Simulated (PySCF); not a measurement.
Species: C5H4NS (doublet state).
Atom-mapped SMILES: `[N:1]#[C:2][C:3]1[CH:4]=[CH:5][S:6][CH2:7]1` (hydrogens: H8 on C4; H9 on C5; H10, H11 on C7)

The calculation used UKS B3LYP, pcH-1 on C H N S, non-relativistic, mean-field spin-orbit, GIAO (PySCF). Isolated species at its GFN2-xTB geometry, gas phase. Couplings are sensitive to structure, and on GFN2-xTB geometries they can be far from those on DFT ones. The SCF solution wasn't tested for stability.

Match the computed a_iso(1H) values +99.7, -30.6, +7.2 MHz (means over equivalent nuclei) with the sites H8; H9; H10/H11.

| site | a_iso (MHz) | ρ(0) (bohr⁻³) | position | distance from C3 (Å) | bound to | spin population there | largest \|T\| (MHz) |
| --- | --- | --- | --- | --- | --- | --- | --- |
| H8 | +7.2 | +0.0016 | 2 bonds from C5, on C4 of spin population -0.16 | 2.17 | C4 | -0.16 | 4.3 |
| H9 | -30.6 | -0.0069 | 1 bond from C5 | 3.35 | C5 | +0.42 | 18.9 |
| H10/H11 | +99.7 | +0.0223 | 2 bonds from C3 | 2.17 | C7 | -0.05 | 4.2 |

ρ(0) is the spin density at the nucleus and T the dipolar tensor; a_iso includes a spin–orbit part; entries for several nuclei are means. The Mulliken spin populations are largest on C3 (+0.48), C5 (+0.42), N1 (+0.21) and C4 (-0.16). Four atoms exceed +0.15. The positive populations add up to 1.35 and the negative ones to -0.35, together 2S = 1. Main spin sites, with 60 % or more of the largest population: C3, C5; positions count bonds from the nearest.

Class means assume fast exchange of nuclei equivalent by connectivity; if that motion is slow, each nucleus keeps its own coupling.

The SMILES `N#C[C]1C=CSC1` draws the unpaired electron on C3, whose computed spin population is only +0.48.
